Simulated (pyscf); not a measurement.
H₂C=CH–CH=C•–CH₃, doublet

Gas-phase minimum from PySCF at ωB97X-D3(BJ)/def2-SVP, one conformer. H₂C=CH–CH=C•–CH₃ lies 18.7 kcal/mol over its isomer •H₂C–C(=CH₂)–CH=CH₂ (electronic energy, ωB97M-D3(BJ)/def2-TZVP). 

SMILES: C(C=[C]C)=C
```xyz
12

C     -0.7910    -1.9705     1.5329
C     -0.5708    -1.2151     0.4502
C     -1.3028     0.0328     0.1542
C     -1.0978     0.7915    -0.9108
C     -0.2585     0.8551    -2.1207
H     -1.5472    -1.6929     2.2755
H     -0.2250    -2.8889     1.7132
H      0.1937    -1.5221    -0.2735
H     -2.0671     0.3309     0.8866
H      0.4346    -0.0064    -2.1736
H      0.3464     1.7765    -2.1358
H     -0.8769     0.8473    -3.0331
```
Charge 0, spin multiplicity 2.

Bonded distances (Å): C1–C2 1.338, C1–H6 1.096, C1–H7 1.094, C2–C3 1.477, C2–H8 1.097, C3–C4 1.324, C3–H9 1.100, C4–C5 1.474, C5–H10 1.107, C5–H11 1.102, C5–H12 1.102. Angles (°): C2–C1–H6 121.3, C2–C1–H7 121.5, H6–C1–H7 117.3, C1–C2–C3 123.9, C1–C2–H8 119.4, C3–C2–H8 116.7, C2–C3–C4 124.7, C2–C3–H9 116.1, C4–C3–H9 119.2, C3–C4–C5 140.7, C4–C5–H10 111.2, C4–C5–H11 111.1, C4–C5–H12 111.1, H10–C5–H11 107.8 (the first ones only).

Properties at ωB97X-D3(BJ)/def2-SVP:

```json
{
  "harmonic_wavenumbers_unscaled": "102, 129, 163, 359, 367, 568, 632, 867, 891, 954, 987, 1028, 1029, 1043, 1172, 1274, 1320, 1387, 1436, 1439, 1451, 1727, 1794, 3029, 3122, 3147, 3151, 3166, 3191, 3270 cm⁻¹",
  "zero_point_energy": "63.2 kcal/mol",
  "rotational_symmetry_number": "1",
  "Entropy of this conformer at 298 K and 1 atm, rigid rotor and harmonic oscillator, modes under 100 cm⁻¹ raised to 100": "327.8 J/(mol K)",
  "dipole_moment": "0.99 D",
  "Spin expectation value S2": "0.768"
}
```

Single-point totals, which compare only within one level:

```csv
level,total energy (hartree)
ωB97X-D3(BJ)/def2-TZVP,-194.79338
PBE/def2-TZVP,-194.42884
r²SCAN/def2-TZVP,-194.57749
B3LYP-D3(BJ)/def2-TZVP,-194.72196
PBE0-D3(BJ)/def2-TZVP,-194.45971
M06-2X/def2-TZVP,-194.59854
ωB97M-D3(BJ)/def2-TZVP,-194.74864
```

Soft torsions are taken as harmonic, which can shift the entropy by several J/(mol K).
